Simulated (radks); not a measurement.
Question: Excited configurations of N V: one electron is placed in a higher orbital outside [He]. The ground configuration is [He] 2s1. Calculated with a radial shooting solver on a logarithmic mesh with Libxc functionals: Dirac Kohn-Sham, PBEsol, spin-unpolarised, spherical densities, point nucleus; open shells fill j = l - 1/2 first. Excitation = E - E(ground); binding = E(ion) - E, where the ion is the core of charge +5; n* = 5/sqrt(2 binding) in atomic units, and the quantum defect is n - n*.

outer orbital  excitation (eV)  binding (eV)     n*  quantum defect  eigenvalue (eV)  <r> (bohr)
3s1/2                   54.943        41.582  2.860           0.140          -37.788       2.456
4s1/2                   73.459        23.066  3.840           0.160          -21.091       4.439
5s1/2                   81.870        14.655  4.818           0.182          -13.456       7.009
6s1/2                   86.390        10.135  5.793           0.207           -9.337       10.17
6p1/2                   86.669         9.855  5.875           0.125           -9.063       10.26
7p1/2                   89.271         7.254  6.848           0.152           -6.692       14.05
7d3/2                   89.379         7.146  6.899           0.101           -6.574       13.86
7f5/2                   89.425         7.100  6.922           0.078           -6.508       13.35

Estimate the row for 4p1/2.

Answer: excitation (eV) 74.453; binding (eV) 22.072; n* 3.926; quantum defect 0.074; eigenvalue (eV) -20.088; <r> (bohr) 4.442. The Delta-SCF ionisation energy is 96.525 eV (NIST Atomic Spectra Database: 97.890 eV, measured). Self-interaction in the functional shifts the binding energies and quantum defects, so they are the method's values and not measured ones. Spin polarisation and multiplet splitting are left out, so open shells lie too high by an amount that depends on their filling.

Beside tabulated values, note that spin-unpolarised runs miss the spin-polarisation part of the exchange energy of open shells.
